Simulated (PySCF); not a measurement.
## Rh⁺: excitation energy

Rh⁺ [Kr] 4d8 (3F) → Rh⁺ [Kr] 4d7 5s1, s spin flipped, as a difference of total energies. All numbers are calculated (PySCF 2.14, scalar relativity through the core potential, in def2-TZVPPD with the def2 core potential (28 electrons)). Correlated levels: valence and next inner shell: nothing frozen outside the core potential. The calculations carry no spin-orbit coupling.

| method | excitation energy (cm⁻¹) |
| --- | --- |
| UHF | 18032 |
| MP2 (valence and next inner shell) | 22834 |
| SCS-MP2 (valence and next inner shell) | 22465 |

The upper determinant mixes two multiplicities, so it lies between the two terms.
